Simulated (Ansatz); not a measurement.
`F[SiH]1[BH][GeH2]1` + H₂ → `[BH]1[SiH2][GeH2]1` + H–F at 600 K and 1 bar (hydrogenolysis of the Si–F bond).

Program: Ansatz. Geometries: PBE0-D4/def2-TZVP. ΔE: electronic, gas phase. CBS: MP2 limit from def2 TZ/QZ plus the TZ coupled-cluster correction, frozen cores. This one scheme is used for every species. For Ge outer-core shells are correlated without core-valence functions, which leaves a few kJ/mol of doubt a bond. Scalar relativity is left out up to krypton.

```json
{"species": "`F[SiH]1[BH][GeH2]1`", "CCSD(T)/CBS energy (Eh)": "-2492.17734", "H − E (kJ/mol)": "158.2", "S (J/(mol·K))": "428.7"}
{"species": "H₂", "CCSD(T)/CBS energy (Eh)": "-1.17544", "H − E (kJ/mol)": "43.9", "S (J/(mol·K))": "150.8"}
{"species": "`[BH]1[SiH2][GeH2]1`", "CCSD(T)/CBS energy (Eh)": "-2392.91510", "H − E (kJ/mol)": "165.9", "S (J/(mol·K))": "391.3"}
{"species": "H–F", "CCSD(T)/CBS energy (Eh)": "-100.39570", "H − E (kJ/mol)": "42.3", "S (J/(mol·K))": "194.0"}
```

H − E and S are ideal-gas, rigid-rotor, harmonic terms from PBE0-D4/def2-TZVP, for one conformer and one mirror image of each species. The MP2-based limit puts H₂ 0.8 mEh under its directly extrapolated value; such offsets cancel only in part. 1 Eh = 2625.50 kJ/mol, R = 8.31446 J/(mol·K).

Q: By hand: ΔE, ΔH, ΔS and ΔG.

A: ΔE = (-2392.91510) + (-100.39570) − (-2492.17734) − (-1.17544) = 0.04198 Eh = 110.2 kJ/mol. Δ(H − E) = 165.9 + 42.3 − 158.2 − 43.9 = 6.1, so ΔH = 116.3 kJ/mol. ΔS = 391.3 + 194.0 − 428.7 − 150.8 = 5.8 J/(mol·K). ΔG = 116.3 − 600 × (5.8)/1000 = 112.8 kJ/mol.

Q: By hand: the equilibrium constant, and the temperature at which ΔG would vanish if ΔH and ΔS stayed fixed.

A: log₁₀ K = −ΔG/(RT ln 10) = -9.8. ΔG = 0 at ΔH/ΔS = 20052 K, far beyond where these terms or the molecules hold.

The number of gas molecules stays the same, so ΔS is small and ΔH decides. A doubt of 5 kJ/mol in ΔE shifts log₁₀ K by 0.4 here. Other conformers and mirror images would add mixing entropy, several J/(mol·K) or more a flexible species. Modes under 60 cm⁻¹, often nearly free rotors, make the harmonic entropy too high. These are equilibria of isolated gas molecules and say nothing of rates. Largest T1 diagnostic: 0.014 (customary marks: 0.02 for closed shells, 0.045 for open ones).
